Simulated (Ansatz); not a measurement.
Potential energy curve for GaS (cation, charge +1), lowest triplet found (which spin is the ground state isn't settled by this scan).

Level of theory: full CI/cc-pVDZ, cores with 3d frozen (Ansatz, a quantum-chemistry and plane-wave program).

### Question
Relative to R = 3.07 Å, what are the energies at R = 2.57, 3.63, 4.48, 6.52 Å?

### Answer
21.7 kJ/mol at 2.57 Å, 13.2 kJ/mol at 3.63 Å, 33.6 kJ/mol at 4.48 Å, 48.7 kJ/mol at 6.52 Å.

The scan ran from 1.65 to 7.66 Å; beyond the distances shown full CI changes its symmetry label.
